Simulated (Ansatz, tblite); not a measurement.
Cost and result up the ladder for Si8NH17, a cluster cut from the lattice of silicon (1 of the caps NH2) (26 atoms). Total charge 0; singlet. Geometry: PBE-D4/def2-SVP.

```xyz
26

Si    0.334    2.649   -0.397
Si   -1.750   -1.156   -0.656
Si    0.362    0.123    2.624
Si    2.179   -0.759   -1.220
Si    0.419    2.374    1.939
Si   -1.434   -1.090    1.695
Si    2.087    1.572   -1.541
Si    0.180   -1.851   -1.815
N    -3.028   -2.272   -1.136
H     0.402    4.124   -0.716
H    -0.985    2.132   -0.910
H    -2.866   -3.265   -0.939
H    -3.984   -2.030   -0.851
H    -2.172    0.213   -1.120
H     0.236    0.092    4.129
H     1.667   -0.536    2.265
H     2.517   -1.065    0.215
H     3.293   -1.305   -2.080
H    -0.762    3.092    2.544
H     1.675    3.028    2.460
H    -2.705   -0.557    2.316
H    -1.298   -2.523    2.161
H     1.929    1.835   -3.018
H     3.396    2.181   -1.101
H    -0.042   -1.678   -3.297
H     0.354   -3.328   -1.551
```

Ansatz on 4 threads of Intel Xeon Platinum 8375C on a shared host; xTB runs through tblite on one thread. Times are rough, summed over both states, and most runs start from the orbitals of an earlier one. PBE0-D4/def2-TZVP serves as the yardstick here, not as an exact answer. The other state is a doublet.

The xTB rows come from tblite. HOMO above LUMO, or a gap near zero within one spin, warns that the state may not be the lowest or that an electron is smeared out.

Raw xTB energies of ions are shifted by several eV.

```tsv
level	functions	wall time
GFN2-xTB	93	0.11 s
GFN1-xTB	110	0.11 s
PBE-D4/def2-TZVP (with forces)	429	31 s
PBE0-D4/def2-TZVP	429	64 s
```

Question: Estimate what each level gives for the vertical IE (eV).

Answer: 
```
                         level  vertical IE (eV)  difference from PBE0-D4/def2-TZVP (eV)                                     remarks
                      GFN2-xTB             10.79                                    2.33                                           –
                      GFN1-xTB             12.34                                    3.88                                           –
PBE-D4/def2-TZVP (with forces)              8.11                                   -0.35  gap within one spin near zero (+1 doublet)
             PBE0-D4/def2-TZVP              8.46                                    0.00                                           –
```
